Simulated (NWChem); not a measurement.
SbH₂O₂F; SMILES [Sb]([OH])([F])[OH]

```xyz
6

Sb    -0.0183    -0.0595     0.3698
F      1.3414     1.0231    -0.5005
O      0.1785    -1.6372    -0.7839
H      0.0197    -1.4455    -1.7184
O     -1.4420     0.8664    -0.6318
H     -1.0497     1.4357    -1.3093
```
Atoms are numbered in this order, from 1.

Results from NWChem. Geometry: optimised at PBE0/def2-SVP (def2 core potentials past Kr).

Problem. Predict the results for PBE/STO-3G, non-relativistic. Quantities: highest occupied level (eV); orbital gap (eV); dipole (D).

Solution. 
| Property | Result |
|---|---|
| highest occupied level (eV) | -2.19 |
| orbital gap (eV) | 4.97 |
| dipole (D) | 1.76 |
